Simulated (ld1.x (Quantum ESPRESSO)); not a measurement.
# Building the PAW potential for Pr (PBEsol, fully relativistic).

Pr (Z = 59), PAW, made with ld1.x (Quantum ESPRESSO) 7.5 (PBEsol, fully relativistic). Core [Kr] 4d10 4f2, reference 5s2 5p6 5d1 6s2 6p0. Waves: 5s (bound): rcut 1.90, rcutus 2.45 bohr; 6s (bound): rcut 1.90, rcutus 2.45 bohr; 5p (bound): rcut 2.35, rcutus 2.80 bohr; 6p (bound, empty): rcut 2.35, rcutus 2.80 bohr; 5d (bound): rcut 2.65, rcutus 3.05 bohr; 5d channel at 2.4 Ry: rcut 2.65, rcutus 3.05 bohr; 5f channel at -0.05 Ry: rcut 2.30, rcutus 3.05 bohr. Local part: all-electron potential smoothed inside 3.05 bohr (lloc = -1). Core correction: Bessel-smoothed model core inside 2.40 bohr. Augmentation charge: GAUSS, radius 1.70 bohr.

Open shells are filled in proportion to 2j + 1 (rel_dist='average').

**Question.** Does the generator finish with these settings?

**Answer.** No. ld1.x (Quantum ESPRESSO) 7.5 stopped with "compute_chi: n is too large": near the origin the numerical χ = (ε − T − V_loc)φ did not join its small-r series within 0.05 bohr.
